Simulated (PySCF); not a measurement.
**Electron correlation in Si (silicon, neutral)**

[Ne] 3s1 3p2 4s1, high-spin 5P determinant (an excited configuration). Calculation: PySCF 2.14, in dyall-acv3z (19s12p6d4f, 113 functions); no relativity, point nucleus. Frozen: [Ne]; 4 electrons correlated; the 23 highest virtual orbitals of each spin left out.

| level | correlation energy (mhartree) |
| --- | --- |
| CCSD | -23.47 |
| (T) | -0.42 |
| CCSD(T) | -23.89 |

Diagnostics: T1 = 0.014, D1 = 0.0381, largest double amplitude 0.041.

The outer electron is Rydberg-like, and this basis confines it to a smaller radius and binds it less than a complete one would.

Cost of the coupled-cluster step: of the order of 12 core-seconds, for 4 correlated electrons.

Iterations:

```
CC2 = 0
CCSD nocc = (np.int64(4), np.int64(0)), nmo = (85, 85)
frozen orbitals [[0, 1, 2, 3, 4, 90, 91, 92, 93, 94, 95, 96, 97, 98, 99, 100, 101, 102, 103, 104, 105, 106, 107, 108, 109, 110, 111, 112], [0, 1, 2, 3, 4, 90, 91, 92, 93, 94, 95, 96, 97, 98, 99, 100, 101, 102, 103, 104, 105, 106, 107, 108, 109, 110, 111, 112]]
max_cycle = 100
direct = 0
conv_tol = 1e-08
conv_tol_normt = 1e-06
diis_space = 8
diis_start_cycle = 0
Init t2, MP2 energy = -0.0156725072884732
Init E_corr(UCCSD) = -0.0156725072979948
cycle = 1  E_corr(UCCSD) = -0.0204922999474325  dE = -0.00481979265  norm(t1,t2) = 0.0395676
cycle = 2  E_corr(UCCSD) = -0.0222091411937451  dE = -0.00171684125  norm(t1,t2) = 0.0178756
cycle = 3  E_corr(UCCSD) = -0.0234297834044004  dE = -0.00122064221  norm(t1,t2) = 0.0092883
cycle = 4  E_corr(UCCSD) = -0.0233749634886041  dE = 5.48199158e-05  norm(t1,t2) = 0.00397366
cycle = 5  E_corr(UCCSD) = -0.0234720890868115  dE = -9.71255982e-05  norm(t1,t2) = 0.00269117
cycle = 6  E_corr(UCCSD) = -0.0234598314471547  dE = 1.22576397e-05  norm(t1,t2) = 0.000763276
cycle = 7  E_corr(UCCSD) = -0.0234820494457758  dE = -2.22179986e-05  norm(t1,t2) = 0.000336462
cycle = 8  E_corr(UCCSD) = -0.0234658295161437  dE = 1.62199296e-05  norm(t1,t2) = 0.000153119
cycle = 9  E_corr(UCCSD) = -0.0234722334937227  dE = -6.40397758e-06  norm(t1,t2) = 5.32228e-05
cycle = 10  E_corr(UCCSD) = -0.0234713419955099  dE = 8.91498213e-07  norm(t1,t2) = 1.1572e-05
cycle = 11  E_corr(UCCSD) = -0.0234713436408448  dE = -1.64533489e-09  norm(t1,t2) = 2.61543e-06
cycle = 12  E_corr(UCCSD) = -0.0234713609527132  dE = -1.73118684e-08  norm(t1,t2) = 7.90784e-07
cycle = 13  E_corr(UCCSD) = -0.0234713639144167  dE = -2.96170346e-09  norm(t1,t2) = 1.60743e-07
UCCSD converged
E(UCCSD) = -288.5711068611114  E_corr = -0.02347136391441669
UCCSD(T) correction = -0.000422601871764227
```
